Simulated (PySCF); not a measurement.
Assignment exercise: C₃H₁₁ClSi₂

Mapped SMILES: `[CH3:1][CH:2]([CH3:3])[Si@H:4]([SiH3:5])[Cl:6]` (H(Xn): hydrogen on atom n).

- σ from GIAO-PBE0/pcSseg-1
- GFN2-xTB geometry
- code: PySCF 2.14.0 with density-fitted response routines
- non-relativistic, isolated molecule, one conformer, equivalent nuclei averaged

References, each an isolated molecule treated in the same way: 13C, 1H against TMS.

Task: Assign these signals to the numbered atoms. 13C{1H} NMR (computed): δ 24.2, 19.0, 18.2.

Result: 
| δ (ppm) | atoms | environment | reason |
| --- | --- | --- | --- |
| 24.2 | C2 | sp3 CH bonded to Si | – |
| 19.0 | C1 | methyl carbon | saturated and bonded to C and H only |
| 18.2 | C3 | methyl carbon | – |

C1 and C3 lie closer than the usual error of such a calculation, so a measured spectrum could show them in the other order.

Task: Assign these signals to the numbered atoms. 1H NMR (400 MHz, computed): δ 5.37 (m, 1H), 3.48 (d, 3H), 1.43 (m, 1H), 1.19 (d, 3H), 1.00 (d, 3H).

Result: 
```tsv
δ (ppm)	atoms	environment	reason
5.37	H(Si4)	hydrogen on a silicon bonded to C, Cl, Si	–
3.48	H(Si5)	hydrogen on a silicon bonded to Si	–
1.43	H(C2)	hydrogen on an sp3 CH bonded to Si	–
1.19	H(C1)	hydrogen on a methyl carbon	–
1.00	H(C3)	hydrogen on a methyl carbon	–
```

Shifts are as computed. Against solution values, carbons near 30 ppm lie about +3 ppm off and those near 130 ppm about +5 ppm. Of 1211 compounds with measured shifts, 218 miss one by over three times the rms of a fit or turn the order of signals round; such compounds aren't used in these exercises. Multiplicities follow the n + 1 count of equivalent neighbours, as no J values were calculated; m marks all less simple cases, F and P coupling included.
